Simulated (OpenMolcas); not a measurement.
## Nd III: the spin-orbit constant, worked from levels

```json
{
 "Program": "OpenMolcas 26.06",
 "Basis": "ANO-R2 [8s7p4d3f1g]",
 "Scalar Hamiltonian": "X2C, finite nucleus",
 "Active space": "4 electrons in 7 orbitals (4f)",
 "State averaging": "2S+1 = 5 even, 35 roots; 2S+1 = 3 even, 210 roots (159 in the spin-orbit step); 2S+1 = 1 even, 196 roots (105 in the spin-orbit step)",
 "Spin-orbit coupling": "RASSI with atomic mean-field integrals over the reference wave functions, term energies averaged over their components"
}
```

Methods: CASSCF; MS-CASPT2, IPEA 0.25 Eh, imaginary shift 0.1 Eh (closed shells correlated: 5s 5p). Measured levels: Ding et al., The Spectrum and Energy Levels of the Low-lying Configurations of Nd III (preprint, 2023).

**The spin-orbit constant.** For the Hund term ⁵I of f4, E(J) = (A/2) J(J+1) + constant and ζ = 2S·A = 4A. From J = 4 to J = 8 the energy changes by 26 A.

```csv
Source,E(8) - E(4),A,ζ
CASSCF,5527.9,212.6,850
MS-CASPT2,5540.7,213.1,852
measured,5093.3,195.9,784
```

All in cm-1. MS-CASPT2 is off by +8.8 % and CASSCF by +8.5 %. Both methods take the spin-orbit matrix elements from the reference wave functions, so the second can move ζ only through the term energies and any multistate remixing. Second-order mixing with other terms is absorbed into this ζ.

CASPT2 does not keep the components of a term degenerate, so their means are used; among the terms shown or strongly mixed into the levels shown the widest spread is 1700 cm-1 (4f⁴ ⁵I, MS-CASPT2). Over all roots computed the reference weight is 0.85 to 0.90 in MS-CASPT2; the roots of lowest weight are the least certain, and an intruder state may touch them. High states are left out of the spin-orbit mixing, which shifts the levels that they would mix with. Without dynamic correlation excited terms often stand tens of per cent too high (terms of higher spin than the ground term too low), and those without a measured partner can miss by more than the paired ones (holds for CASSCF). Blocks of more than 70 roots (2S+1 = 3 even, 1 even) ran without multistate coupling (holds for MS-CASPT2). Computed and measured levels are paired by configuration, term and J; levels that our copy of the source lacks, or whose pairing is in doubt (as where it misses far off the trend of its configuration), stay unpaired and out of the deviations. Levels of configurations outside the active space are missing.
